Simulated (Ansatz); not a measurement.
Calculated with Ansatz (gas phase, PBE0-D4/def2-TZVP geometries, no zero-point term in ΔE). CBS: MP2 limit from def2 TZ/QZ plus the TZ coupled-cluster correction, frozen cores. This one scheme is used for every species. DFT in def2-TZVPP. B3LYP here is the variant with VWN-RPA as its local correlation; programs differ in this. For Se outer-core shells are correlated without core-valence functions, which leaves a few kJ/mol of doubt a bond. Scalar relativity is left out up to krypton. Each species was taken in one conformer, which may not be the lowest.

`[SiH3]C1O[SiH2]1` + H₂Se → `[SeH]C1O[SiH2]1` + SiH₄  (substitution at a C–Si bond)

`[SiH3]C1O[SiH2]1`:

Z-matrix (Å, degrees):
```
Si
C 1 1.866
H 1 1.488 2 108.6
H 1 1.487 2 111.6 3 120.2
H 1 1.486 2 109.2 3 -119.4
O 2 1.495 1 114.1 3 173.0
Si 2 1.810 1 123.3 3 105.0
H 2 1.092 1 116.7 3 -54.6
H 7 1.478 2 121.5 1 -159.4
H 7 1.478 2 121.8 1 -0.7
```

H₂Se:

Z-matrix (Å, degrees):
```
Se
H 1 1.467
H 1 1.467 2 91.2
```

`[SeH]C1O[SiH2]1`:

Z-matrix (Å, degrees):
```
C
O 1 1.465
Si 1 1.804 2 60.2
Se 1 1.925 2 117.0 3 -118.3
H 1 1.088 2 112.3 3 115.4
H 3 1.478 1 120.0 2 -101.8
H 3 1.479 1 123.5 2 99.0
H 4 1.469 1 96.4 2 77.1
```

SiH₄:

```xyz
5

Si    0.000    0.000    0.000
H     1.128    0.809   -0.526
H    -1.252    0.383   -0.700
H    -0.151    0.248    1.456
H     0.275   -1.441   -0.230
```

| level | ΔE (kcal/mol) | difference from CCSD(T)/CBS |
| --- | --- | --- |
| PBE-D4 | 7.4 | -1.2 |
| r2SCAN-D4 | 8.4 | -0.2 |
| PBE0-D4 | 8.4 | -0.2 |
| B3LYP-D4 | 8.1 | -0.5 |
| ωB97X-V | 8.5 | -0.1 |
| ωB97M-V | 9.0 | 0.4 |
| B2PLYP | 8.0 | -0.6 |
| PBE | 7.4 | -1.2 |
| r2SCAN | 8.4 | -0.2 |
| PBE0 | 8.4 | -0.2 |
| B3LYP | 8.1 | -0.5 |
| HF/def2-TZVPP | 9.4 | 0.8 |
| MP2/def2-TZVPP | 7.4 | -1.2 |
| SCS-MP2/def2-TZVPP | 7.5 | -1.1 |
| CCSD/def2-TZVPP | 8.6 | 0.0 |
| CCSD(T)/def2-TZVPP | 8.1 | -0.5 |
| HF/def2-QZVPP | 9.4 | 0.8 |
| MP2/def2-QZVPP | 7.8 | -0.8 |
| SCS-MP2/def2-QZVPP | 7.8 | -0.8 |
| HF/CBS(def2) | 9.4 | 0.8 |
| MP2/CBS(def2) | 8.0 | -0.6 |
| CCSD/CBS(def2) | 9.1 | 0.5 |
| CCSD(T)/CBS | 8.6 | 0 |

Largest T1 diagnostic among the species: 0.014.

From PBE to PBE0 (25 % exact exchange), in def2-TZVPP and without D4, ΔE moves by +1.0 kcal/mol. In def2-TZVPP, CCSD(T) changes the Hartree–Fock value by −1.3 kcal/mol (the triples alone add −0.5 kcal/mol) and MP2 by −2.0 kcal/mol.
